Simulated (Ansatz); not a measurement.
C6H14S2 (`CCCSSCCC`), relaxed with RKS PBE-D4/def2-SVP in the Gaussian-basis code of Ansatz from a rough embedded geometry. The force threshold is 0.03 eV/Å; the program also tests the step.

The species carries charge 0 and has multiplicity 1.

Start:

```xyz
22

C    -0.788   -3.325   -2.164
C     0.239   -2.614   -1.291
C     0.186   -1.111   -1.498
S     1.475   -0.301   -0.463
S     1.179    1.658   -0.881
C     0.006    2.173    0.432
C     0.647    2.137    1.808
C    -0.335    2.577    2.887
H    -0.600   -3.123   -3.216
H    -1.795   -2.988   -1.925
H    -0.738   -4.399   -2.005
H     0.051   -2.838   -0.239
H     1.242   -2.972   -1.533
H    -0.782   -0.706   -1.203
H     0.390   -0.845   -2.535
H    -0.285    3.184    0.153
H    -0.866    1.521    0.378
H     0.990    1.120    2.015
H     1.521    2.791    1.810
H    -0.682    3.591    2.698
H    -1.199    1.917    2.912
H     0.144    2.554    3.862
```

```json
{"step": "1", "energy (eV)": "-28092.2379", "largest force (eV/Å)": "0.872", "largest move (Å)": "0.000"}
{"step": "2", "energy (eV)": "-28092.3780", "largest force (eV/Å)": "0.251", "largest move (Å)": "0.075"}
{"step": "3", "energy (eV)": "-28092.3901", "largest force (eV/Å)": "0.117", "largest move (Å)": "0.040"}
{"step": "4", "energy (eV)": "-28092.3920", "largest force (eV/Å)": "0.050", "largest move (Å)": "0.039"}
{"step": "5", "energy (eV)": "-28092.3932", "largest force (eV/Å)": "0.029", "largest move (Å)": "0.043"}
```

End:

```xyz
22

C    -0.816   -3.348   -2.137
C     0.269   -2.629   -1.331
C     0.200   -1.109   -1.489
S     1.547   -0.322   -0.505
S     1.258    1.695   -0.898
C     0.070    2.201    0.414
C     0.636    2.149    1.830
C    -0.379    2.578    2.891
H    -0.722   -3.131   -3.221
H    -1.833   -3.034   -1.822
H    -0.751   -4.447   -2.008
H     0.180   -2.888   -0.254
H     1.272   -2.986   -1.650
H    -0.777   -0.719   -1.134
H     0.326   -0.808   -2.549
H    -0.206    3.239    0.122
H    -0.850    1.585    0.319
H     0.980    1.110    2.027
H     1.543    2.790    1.877
H    -0.729    3.619    2.726
H    -1.275    1.922    2.886
H     0.059    2.532    3.908
```

Hardware: 4 threads of an AMD EPYC 7R13 on a shared host and a share of an NVIDIA H100 80 GB. Wall time 13 s, peak host memory 0.82 GiB.
